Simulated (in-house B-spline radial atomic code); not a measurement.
A radial electron density 4πr²n(r) was computed for an atom or ion in its tabulated ground configuration with an all-electron radial atomic-structure program (B-spline basis); method: non-relativistic revTPSS, spin-polarised, spherical fractional occupations. Columns: r (bohr), 4πr²n(r) (electrons per bohr), bar.

```
 0.00489   0.2949 #
  0.0057    0.393 #
 0.00665   0.5229 ##
 0.00775   0.6917 ##
 0.00904   0.9125 ###
  0.0105    1.189 ####
  0.0123    1.562 #####
  0.0143    2.013 #######
  0.0167    2.592 #########
  0.0195    3.305 ###########
  0.0227    4.148 ##############
  0.0265    5.162 #################
  0.0309    6.319 #####################
  0.0361    7.619 #########################
  0.0421    8.984 ##############################
   0.049    10.33 ##################################
  0.0572     11.6 ######################################
  0.0667    12.61 ##########################################
  0.0778    13.23 ############################################
  0.0907    13.33 ############################################
   0.106    12.84 ##########################################
   0.123    11.84 #######################################
   0.144    10.38 ##################################
   0.168    8.826 #############################
   0.196    7.515 #########################
   0.228    6.771 ######################
   0.266    6.735 ######################
    0.31    7.354 ########################
   0.362    8.329 ###########################
   0.422    9.168 ##############################
   0.492    9.423 ###############################
   0.574    8.838 #############################
   0.669    7.476 #########################
    0.78    5.625 ###################
    0.91    3.696 ############
    1.06    2.097 #######
    1.24   0.9836 ###
    1.44   0.3982 #
    1.68   0.1269 
    1.96  0.03143 
    2.29 0.005701
```

Problem. Which atom or ion is it?
A. Si6+
B. P5+
C. Mg4+
D. Al4+

Solution. C. The area under the curve, ∫4πr²n dr = ∫r·4πr²n d(ln r) on this logarithmic grid, is 8 electrons; among the options with that count, the innermost peak, which lies near 1/Z bohr, picks Z = 12. The configuration is [He] 2s2 2p4.
